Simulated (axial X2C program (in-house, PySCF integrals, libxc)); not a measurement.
## Worked dissociation energy of AuCl: B97-3, two-component

Computed with an in-house all-electron X2C program for linear molecules (integrals from PySCF). Two-component (2c) means X2C with spin–orbit coupling and atomic mean-field two-electron Coulomb and Gaunt terms. Basis: Au dyall-cv3z [13s14p9d6f4g], Cl dyall-av3z [9s8p3d2f] (cores contracted in-house); Gaussian nuclei, density fitting, unrestricted open shells. Masses: Au 196.967 u, Cl 34.969 u.

Molecular state: Ω = 0 (closed shell).

```
E(Au) (2M_J = 1) : -19016.739896 hartree
E(Cl) (2M_J = 3) : -461.455833 hartree
E(AuCl) at Re    : -19478.299852 hartree
ωe               : 357.4 cm⁻¹
ωexe             : 1.34 cm⁻¹
```

Task: Work out De and D0.

Result: De = -19016.739896 + (-461.455833) − (-19478.299852) = 0.10412 hartree = 2.833 eV. The zero-point energy is ωe/2 − ωexe/4 = 178 cm⁻¹ = 0.022 eV, so D0 = 2.811 eV.

One determinant describes the state; a PBE0 search over occupations chose it and may have missed a lower one. Closed shells are restricted here (equal orbitals for both partners); the stretched side of such a curve lies too high. De is counted from the lowest determinant-based energies of the atoms at the same level, without counterpoise correction. The functionals have no current-density term, which raises determinants with orbital currents, atoms included.

Each atomic determinant is the lowest at this level and need not be a pure J level. Totals compare only within one Hamiltonian and basis.
